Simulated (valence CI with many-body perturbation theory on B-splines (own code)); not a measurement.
# V¹⁷⁺: key properties

Level of theory: valence CI with perturbative core correlation (CI+MBPT): four valence electrons over a frozen Dirac-Fock core [He], a basis of 11 s, 11 p, 9 d, 7 f, 5 g, 2 h, 1 i functions for each j, with the one-electron correlation potential Σ1, the two-electron term Σ2, the three-electron term Σ3, Breit, model QED; selected CI, second order for the rest (own B-spline code, finite nucleus).

No measured spectrum was set against this ion. As an estimate, levels of excited configurations hold to 0.05 to 0.15 % of their energy, terms of the ground configuration to about 0.5 %.

Rates and lifetimes use the calculated energies. Strong lines usually hold to 10 to 20 %, long lifetimes can be off by a factor of two.

Problem. What is the ground level?

Solution. 2s2.2p2 3P_0, composition 93 % 2s2.2p2 3P + 6 % 2s2.2p2 1S.

Problem. Among levels below 812.98 eV, which E1 lines absorb most strongly from the ground level?

Solution. to 2s2.2p.3d 3D°_1 at 1.633 nm, f = 1.25; to 2s.2p2.3p 3D°_1 at 1.585 nm, f = 0.205; to 2s.2p2.3p 5P°_1 at 1.592 nm, f = 0.0803.

Problem. How is the term 3P of the ground level split?

Solution. J = 0 at 0.00, J = 1 at 4.69, J = 2 at 8.45 eV.

Problem. Where does the other parity begin?

Solution. At 2s.2p3 5S°_2, 45.48 eV.

Problem. Name the longest-lived excited levels whose lifetime is computed, and their main decay.

Solution. 2s2.2p2 3P_2 at 8.45 eV lives 3.05 ms, mostly by M1 to 2s2.2p2 3P_1; 2s2.2p2 3P_1 at 4.69 eV lives 1.09 ms, mostly by M1 to 2s2.2p2 3P_0; 2s2.2p2 1D_2 at 19.97 eV lives 142 μs, mostly by M1 to 2s2.2p2 3P_2.

Problem. What are the static dipole polarisabilities of the lowest levels?

Solution. 2s2.2p2 3P_0 0.0183; 2s2.2p2 3P_1 0.0189 (tensor 0.00086); 2s2.2p2 3P_2 0.0186 (tensor -0.00087); 2s2.2p2 1D_2 0.0172 (tensor 0.0041) bohr³, of which the core gives 3.33e-05.

Problem. What is the ionisation energy?

Solution. 1260.2 eV; NIST lists 1258.9 ± 0.6 eV (semi-empirical).
